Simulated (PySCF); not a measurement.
Relaxation of singlet SrH₂

These are results of PBE0/[Sr def2-TZVP with ECP28, H def2-TZVP], scalar-relativistic core potentials, density fitting, no spin–orbit coupling, PySCF, not measurements. A (50,194) grid was used.

A hand-made bent start, of C2v symmetry, held to at least that symmetry:

```xyz
3
charge 0 multiplicity 1, angstrom
Sr    0.0000    0.0000   -0.0279
H     1.7776    0.0000    1.2168
H    -1.7776    0.0000    1.2168
```

Task: What forces act on the atoms at the start (eV/Å)?

Result: 
```tsv
atom	Fx	Fy	Fz
Sr1	0.00	0.00	0.42
H2	-0.04	0.00	-0.21
H3	0.04	0.00	-0.21
```

Task: What does it relax to?

Result: It ends at C2v with Sr–H 2.159 Å (×2); H–Sr–H 124.3°. No frequency check is given, so it may be a saddle point.

Task: How much energy is released, and in how many steps?

Result: 3.9 kJ/mol in 5 steps.

The relaxation took roughly 11 core-seconds on a shared host.
